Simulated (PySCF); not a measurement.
A GIAO shielding run with PySCF 2.14.0 with density-fitted response routines (density fitting, non-relativistic, gas phase) on `C=CC[Si@H](S)N([SiH3])[SiH3]`, C$_{3}$H$_{13}$NSSi$_{3}$:

```
$ OMP_NUM_THREADS=1 python probes_run.py task.json out

{"job": {"kind": "nmr", "xc": "PBE0", "basis": "pcSseg-1"}, "charge": 0, "multiplicity": 1}
C      3.021486    -0.913330    -1.020118
C      1.789882    -1.181111    -0.615718
C      0.566531    -0.843280    -1.384439
Si    -0.294346     0.732935    -0.734148
S      1.237590     2.190878    -0.352170
N     -1.244554     0.451932     0.686992
Si    -1.893649     1.837867     1.547938
Si    -1.780068    -1.160503     1.108929
H      3.883885    -1.146149    -0.419583
H      3.217466    -0.471968    -1.984991
H      1.625001    -1.630387     0.354711
H     -0.146069    -1.663774    -1.336981
H      0.821432    -0.675235    -2.430574
H     -1.132323     1.305521    -1.792122
H      2.265824     1.379726    -0.576788
H     -1.004090     2.967868     1.323257
H     -1.942198     1.466879     2.959075
H     -3.229889     2.116400     1.015573
H     -2.422153    -1.759566    -0.065328
H     -2.733338    -1.036353     2.205028
H     -0.615342    -1.951407     1.510985
```

Hardware: 1 thread of an Arm Neoverse N1, shared host. The job also computes population analyses, field gradients.

(1) How large is the calculation?

(2) How long does it take, and how much memory does it need?

## Answers

(1) 96 electrons, 229 basis functions and 1279 auxiliary functions.

(2) 94 s of wall time, with 13 SCF cycles and 5 response iterations; peak memory 0.98 GiB. Times on a shared host scatter by some tens of per cent.
